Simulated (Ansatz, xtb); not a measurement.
## C5H6N2OSi: 6 structures ranked

6 gas-phase structures of C5H6N2OSi, from a drawn sample of its isomers (lower ones may exist). Each was relaxed with GFN2-xTB; where two conformers were screened, the lower at r2SCAN-D4/def2-SVP is listed:

A. `O=Cc1nccc([SiH3])n1`, a singlet
B. `O=Cc1cnc([SiH3])nc1`, a singlet
C. `O=Cc1cncnc1[SiH3]`, a singlet
D. `O=Cc1ccnc([SiH3])n1`, a singlet
E. `O=Cc1ncncc1[SiH3]`, a singlet
F. `O=Cc1ncc([SiH3])cn1`, a singlet

Q: Estimate their order in r2SCAN-D4/def2-SVP energy at these geometries, lowest first.

A: Calculated order at r2SCAN-D4/def2-SVP: E (0.0), C (3.7), D (4.6), F (5.0), B (5.5), A (6.6) kcal/mol. Less than 1 kcal/mol parts C and D; D and F; F and B, so the order within those pairs means little.

Energies above the lowest of each column, in kcal/mol; the last columns are at PBE0-D3(BJ)/def2-SVP geometries:

```json
{"structure": "E", "GFN2-xTB": "0.0", "HF/STO-3G": "1.5", "r2SCAN-D4/def2-SVP": "0.0", "PBE0-D3(BJ)/def2-SVP": "0.0", "CCSD(T)/def2-SVP + ΔMP2/def2-TZVPP": "0.0"}
{"structure": "C", "GFN2-xTB": "1.1", "HF/STO-3G": "3.5", "r2SCAN-D4/def2-SVP": "3.7", "PBE0-D3(BJ)/def2-SVP": "3.9", "CCSD(T)/def2-SVP + ΔMP2/def2-TZVPP": "4.3"}
{"structure": "D", "GFN2-xTB": "6.9", "HF/STO-3G": "0.0", "r2SCAN-D4/def2-SVP": "4.6", "PBE0-D3(BJ)/def2-SVP": "5.8", "CCSD(T)/def2-SVP + ΔMP2/def2-TZVPP": "5.3"}
{"structure": "F", "GFN2-xTB": "8.2", "HF/STO-3G": "0.8", "r2SCAN-D4/def2-SVP": "5.0", "PBE0-D3(BJ)/def2-SVP": "6.1", "CCSD(T)/def2-SVP + ΔMP2/def2-TZVPP": "5.4"}
{"structure": "B", "GFN2-xTB": "6.0", "HF/STO-3G": "1.1", "r2SCAN-D4/def2-SVP": "5.5", "PBE0-D3(BJ)/def2-SVP": "6.6", "CCSD(T)/def2-SVP + ΔMP2/def2-TZVPP": "6.4"}
{"structure": "A", "GFN2-xTB": "9.5", "HF/STO-3G": "1.7", "r2SCAN-D4/def2-SVP": "6.6", "PBE0-D3(BJ)/def2-SVP": "7.9", "CCSD(T)/def2-SVP + ΔMP2/def2-TZVPP": "7.2"}
```

CCSD(T)/def2-SVP + ΔMP2/def2-TZVPP puts E lowest; HF/STO-3G picks D. Flexible structures stand in one conformer each, not always the lowest. ΔMP2 is the change of the MP2 energy from the smaller to the larger basis.

Over these structures GFN2-xTB departs from r2SCAN-D4/def2-SVP by 1.7 kcal/mol on average once a common shift is removed. A GFN2-xTB relaxation took about 0.12 s and the r2SCAN-D4/def2-SVP energy about 3.5 s on a shared host (Ansatz 0.2.0, xtb 6.7.1).
